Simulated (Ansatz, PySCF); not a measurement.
Species: Si2H3, charge 0, multiplicity 2. It need not be the lowest isomer of its formula. SMILES: [SiH2][SiH]
Coordinates optimised at B3LYP-D3(BJ)/def2-TZVP (Ansatz, a program for electronic structure):
```xyz
5

Si     1.1161    -0.5408    -0.0117
Si    -0.9794     0.3817     0.0185
H      1.6917     0.8646     0.1007
H     -1.3798     1.7919    -0.2380
H     -2.2258    -0.4283     0.0422
```
Charge 0, spin multiplicity 2.

Wanted: atomisation energy (electronic, to ground-state atoms), in kcal/mol. Cores are frozen in the correlated levels unless marked. UHF or UKS for open shells. No spin-orbit coupling. No relativistic terms. The coupled-cluster limit lacks core correlation, which all-electron functionals hold. CBS(X,Y): correlation extrapolated as X^-3; Hartree-Fock from the larger set.

```json
[
 {"level": "HF/6-31G*", "program": "Ansatz", "atomisation energy (kcal/mol)": "202.5"},
 {"level": "HF/def2-QZVPPD", "program": "Ansatz", "atomisation energy (kcal/mol)": "210.6"},
 {"level": "HF-D4/def2-TZVPD", "program": "PySCF + dftd4", "atomisation energy (kcal/mol)": "217.9"},
 {"level": "RI-HF/def2-QZVPP", "program": "Ansatz", "atomisation energy (kcal/mol)": "210.5"}
]
```

**Question.** Estimate the value at CCSD(T)/CBS(cc-pV(T+d)Z,cc-pV(Q+d)Z) as computed with Ansatz.

**Answer.** 287.5 kcal/mol
